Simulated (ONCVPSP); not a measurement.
**What one change does to a pseudopotential (titanium (Ti), ONCV)**

- Element: Ti
- Generator: ONCVPSP 4.0.1
- Type: optimised norm-conserving Vanderbilt (ONCV)
- Functional: PBEsol
- Relativity: scalar-relativistic
- Frozen core: [Ar]
- Valence charge: 4
- Reference configuration: 3d2 4s1.5 (charge +0.5)
- Partial waves: 4s: rc 2.55 bohr, ncon 4, nbas 9, qcut 2.1 1/bohr, 2 projectors, debl 3.1 Ha; p scattering state at 0.13 Ha: rc 2.20 bohr, ncon 4, nbas 8, qcut 4.1 1/bohr, local; 3d: rc 2.40 bohr, ncon 5, nbas 9, qcut 7.1 1/bohr, 2 projectors, debl 2.6 Ha
- Local potential: the p channel
- Core correction: polynomial model core, fcfact 0.45

Change: functional PBE.

Cutoffs: the cutoffs (Ha) at which the residual kinetic energy of the hardest occupied pseudo-wave falls to 1 and 0.1 mHa per electron; they do not see the model core or the augmentation charge, which bear on the density cutoff. Errors are all-electron minus pseudo energies relative to the spin-unpolarised reference configuration.

**Question.** Predict the effect on cutoff, ghosts and configuration errors.

**Answer.** The potential gets neither clearly harder nor softer (19 Ha and 22 Ha → 19 Ha and 22 Ha); of the 4 tests that both files solve, the error grows in 0 and shrinks in 2 by more than 15 % and 0.3 meV (median size 11.7 → 6.5 meV); neither file shows a bound ghost.

| quantity | base | changed |
| --- | --- | --- |
| cutoff, loose | 19 Ha | 19 Ha |
| cutoff, tight | 22 Ha | 22 Ha |
| loose cutoff by channel | s 3.0 Ha, d 19 Ha | s 3.0 Ha, d 19 Ha |
| bound ghosts | none | none |
| GHOST(+) flags under 300 eV | s at 91.9 eV | s at 92.0 eV |
| error for 3d2 4s2, meV [ΔE -2.94 → -2.94 eV] | -0.2 | 0.0 |
| error for 3d2 4s1, meV [ΔE 4.42 → 4.41 eV] | -1.3 | -0.9 |
| error for 3d2 4s0, meV [ΔE 17.89 → 17.98 eV] | -22 | -12 |
| error for 3d2 4s0 4p2, meV [ΔE 3.36 → 3.35 eV] | +55 | +57 |
| s: phases at 2.58 bohr within 0.05 rad from the reference energy up to (Ha; the scan ends near 5) | 3.0 | 3.0 |
| p: phases at 2.24 bohr within 0.05 rad from the reference energy up to (Ha; the scan ends near 5) | 0.4 | 0.4 |
| d: phases at 2.43 bohr within 0.05 rad from the reference energy up to (Ha; the scan ends near 5) | 0.3 | 0.3 |
| rms error of d²Exc/dni dnj with the model core, mHa | 6.88 | 7.00 |
